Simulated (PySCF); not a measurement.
Cost of excited-state runs on `FC([P@](=C)(C)/C=C/C)=C(F)F`, C₇H₁₀F₃P

Molfile (atoms numbered from 1):
```
C7H10F3P
     RDKit          3D

 21 20  0  0  0  0  0  0  0  0999 V2000
   -0.1589    2.2543   -0.5123 C   0  0  0  0  0  0  0  0  0  0  0  0
   -0.7487    0.7386   -0.0285 P   0  0  1  0  0  5  0  0  0  0  0  0
   -2.4516   -0.0511   -0.0867 C   0  0  0  0  0  0  0  0  0  0  0  0
    0.2698   -0.5842   -0.6943 C   0  0  0  0  0  0  0  0  0  0  0  0
    1.5472   -0.3504   -0.9762 C   0  0  0  0  0  0  0  0  0  0  0  0
    2.4958   -1.3522   -1.5259 C   0  0  0  0  0  0  0  0  0  0  0  0
   -0.4787    0.7305    1.7891 C   0  0  0  0  0  0  0  0  0  0  0  0
   -0.2517    1.9159    2.3672 F   0  0  0  0  0  0  0  0  0  0  0  0
   -0.3628   -0.3777    2.5104 C   0  0  0  0  0  0  0  0  0  0  0  0
   -0.5699   -1.5817    1.9853 F   0  0  0  0  0  0  0  0  0  0  0  0
   -0.0803   -0.4771    3.8009 F   0  0  0  0  0  0  0  0  0  0  0  0
   -0.6964    3.0744   -0.0443 H   0  0  0  0  0  0  0  0  0  0  0  0
   -0.1376    2.3402   -1.5952 H   0  0  0  0  0  0  0  0  0  0  0  0
   -2.7333   -0.1459   -1.1364 H   0  0  0  0  0  0  0  0  0  0  0  0
   -3.1636    0.6139    0.4035 H   0  0  0  0  0  0  0  0  0  0  0  0
   -2.4850   -1.0308    0.3844 H   0  0  0  0  0  0  0  0  0  0  0  0
   -0.1896   -1.5533   -0.8392 H   0  0  0  0  0  0  0  0  0  0  0  0
    1.9357    0.6476   -0.8102 H   0  0  0  0  0  0  0  0  0  0  0  0
    2.0093   -2.3096   -1.6956 H   0  0  0  0  0  0  0  0  0  0  0  0
    2.9165   -0.9917   -2.4638 H   0  0  0  0  0  0  0  0  0  0  0  0
    3.3248   -1.4927   -0.8329 H   0  0  0  0  0  0  0  0  0  0  0  0
  1  2  2  0
  2  3  1  1
  2  4  1  0
  4  5  2  0
  5  6  1  0
  2  7  1  0
  7  8  1  0
  7  9  2  3
  9 10  1  0
  9 11  1  0
  1 12  1  0
  1 13  1  0
  3 14  1  0
  3 15  1  0
  3 16  1  0
  4 17  1  0
  5 18  1  0
  6 19  1  0
  6 20  1  0
  6 21  1  0
M  END
```

PySCF with density fitting, on 1 thread of an Intel Xeon, shared host. Command: `OMP_NUM_THREADS=1 python excited_run.py task.json out`

(1) How long does each of these runs take, and how much memory?
- magnetisability and related constants, CAM-B3LYP/cc-pVDZ; guess huckel
- magnetisability and related constants, HF/pcSseg-1; usual settings

## Answers

(1) 
```tsv
run	level	basis functions	wall time	peak memory (GiB)
magnetisability and related constants	CAM-B3LYP/cc-pVDZ	208	4.2 min	1.3
magnetisability and related constants	HF/pcSseg-1	244	2 min	1.1
```
Times from a shared host are rough.
